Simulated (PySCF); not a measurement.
Compound: C2H11BSeSi2.
Bonds: C1–B2, B2–C3, B2–Si4, Si4–Se5, Se5–Si6. Hydrogens: H7, H8, H9 on C1; H10, H11, H12 on C3; H13, H14 on Si4; H15, H16, H17 on Si6.

Level of theory: PBE0-D3(BJ)/def2-SVP geometry optimisation, gas phase (PySCF 2.14.0).

**Question.** List the bond lengths, angles and torsions at this level.

**Answer.** 
```tsv
bond	length (Å)	order
C1–B2, B2–C3	1.563	single
B2–Si4	2.036	single
Si4–Se5	2.301	single
Se5–Si6	2.280	single
C1–H7 and 3 like bonds	1.101	single
C1–H8, C3–H11	1.111	single
Si4–H13, Si4–H14	1.502	single
Si6–H15, Si6–H16, Si6–H17	1.493	single
```

Bonds in one row agree within 0.01 Å and their mean is given. Orders are formal, as drawn. A selection of angles:
```tsv
angle	degrees
B2–C1–H7	114.8
B2–C1–H8	104.5
B2–C1–H9	114.5
H7–C1–H8	107.0
H7–C1–H9	110.2
H8–C1–H9	105.0
C1–B2–C3	122.2
C1–B2–Si4	120.2
C3–B2–Si4	117.6
B2–Si4–Se5	109.3
B2–Si4–H13	112.5
Se5–Si4–H13	109.1
H13–Si4–H14	105.9
Si4–Se5–Si6	96.1
Se5–Si6–H15	111.3
Se5–Si6–H16	106.7
H15–Si6–H16	109.7
```

Torsions: C1–B2–Si4–Se5 -14° (synperiplanar); B2–Si4–Se5–Si6 -175° (antiperiplanar). The mirror-image conformer, all signs reversed, is as good.

Se5 (selenium bonded to 2 Si) is bent (angle 96.1°). The Se–Si distances run from 2.280 Å (Se5–Si6, drawn single) to 2.301 Å (Si4–Se5, drawn single), a spread of 0.021 Å. Si6 (SiH3 silicon) is tetrahedral (angles from 106.7° to 111.3°). Of the pairs four or more bonds apart, Se5···H9 is among the closest relative to their van der Waals radii: 3.12 Å, 101 % of the sum of Bondi's values. Si4 (SiH2 silicon) is distorted tetrahedral (angles from 105.9° to 112.5°). B2 (three-coordinate boron) is planar (angles 122.2°, 120.2° and 117.6°, sum 360.0°, 0.00 Å off the plane of its three neighbours).

Point group: C1 (no symmetry element, even within 0.4 Å). No frequency check. The numbers are those of one conformer.

Time: 2.9 min of wall time; peak memory 0.69 GiB. Hardware: one thread, Arm Neoverse N1 (aarch64), no GPU, shared host with 64 logical CPUs at a one-minute load of 60. These figures are those of the optimisation.
